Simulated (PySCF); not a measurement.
Excitations are Tamm–Dancoff values on a coarser integration grid. The basis has no diffuse functions, so Rydberg states are missing or too high.

C2HF, SMILES `C#CF` (charge 0, multiplicity 1)

All values below come from PBE-D3(BJ)/def2-TZVP (PySCF).

```
Item                                             Value
----------------------  ------------------------------
HOMO                                          -6.95 eV
dipole moment                                0.096 e·Å
LUMO                                           0.03 eV
HOMO–LUMO gap                                  6.98 eV
S1 excitation (TDA)                            7.31 eV
S1 oscillator strength                           0.000
T1 excitation (TDA)                            5.89 eV
S1–T1 gap (TDA)                                1.42 eV
total energy                              -176.4287 Ha
cost                    around 20 core-seconds (rough)
```

```xyz
4

C     -0.6535    -0.1631     0.0386
C      0.5468    -0.0916    -0.0323
F      1.8254    -0.0154    -0.1077
H     -1.7186    -0.2266     0.1014
```
Charge 0, spin multiplicity 1.
